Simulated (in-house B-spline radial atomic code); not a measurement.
# Ionising Xe6+ with different functionals

Computed with a B-spline radial code for spherical atoms: non-relativistic Hamiltonian, point nucleus, spin-polarised at highest spin, spherical fractional occupations for the functionals, the average over the highest-spin determinants for Hartree-Fock. The ionisation energy is the difference of two self-consistent energies, [Kr] 4d10 5s2 → [Kr] 4d10 5s1, without Breit or QED terms; ε is the level of the shell that loses the electron (its least bound occupied spin orbital). There is no spin-orbit coupling in this Hamiltonian.

| method | rung | ΔSCF (eV) | -ε(5s) (eV) |
| --- | --- | --- | --- |
| Hartree-Fock | Hartree-Fock | 86.61 | 86.81 |
| HF fractional | Hartree-Fock | 86.61 | 86.81 |
| LDA VWN5 | LDA | 89.89 | 83.77 |
| LDA PW92 | LDA | 89.88 | 83.76 |
| LDA exchange-only | LDA | 88.18 | 82.23 |
| PBE | GGA | 89.34 | 83.18 |
| PBEsol | GGA | 89.25 | 83.24 |
| BLYP | GGA | 89.57 | 83.32 |
| RPBE | GGA | 89.10 | 82.91 |
| PW91 | GGA | 89.47 | 83.33 |
| BP86 | GGA | 89.40 | 83.41 |
| AM05 | GGA | 89.20 | 83.22 |
| OLYP | GGA | 88.97 | 82.74 |
| TPSS | meta-GGA | 88.81 | 82.88 |
| SCAN | meta-GGA | 88.61 | 83.41 |
| r2SCAN | meta-GGA | 88.47 | 83.16 |
| M06-L | meta-GGA | 88.50 | 82.91 |
| revTPSS | meta-GGA | 88.63 | 82.82 |
| PBE0 | global hybrid | 88.87 | 84.34 |
| B3LYP | global hybrid | 89.40 | 84.43 |
| TPSSh | global hybrid | 88.68 | 83.38 |
| M06-2X | global hybrid | 89.07 | 85.27 |
| BHandHLYP | global hybrid | 88.74 | 85.62 |
| r2SCAN0 | global hybrid | 88.34 | 84.40 |
| B97-1 | global hybrid | 89.21 | 84.10 |
| HSE06 | range-separated hybrid | 88.93 | 84.05 |
| wB97X | range-separated hybrid | 88.74 | 87.14 |
| CAM-B3LYP | range-separated hybrid | 89.36 | 86.18 |
| LC-wPBE | range-separated hybrid | 88.92 | 87.47 |

(1) Among the functionals, which spreads more, the ΔSCF values or the orbital energies?

(2) How do they compare with the NIST value?

Answers

(1) The orbital energies: ΔSCF values span about 1.71 eV and the orbital energies 5.23 eV.

(2) NIST lists 91.6 eV ± 0.5 (semi-empirical, ground level to ground level). Errors run from -4.99 to -1.71 eV. The correlated functionals all miss on the same side by more than they spread, so the cause is common to them (relativity, Breit-QED terms, or a listed next ion that isn't the cheapest removal here) and closeness doesn't rank the functionals. Hartree-Fock also lacks correlation.
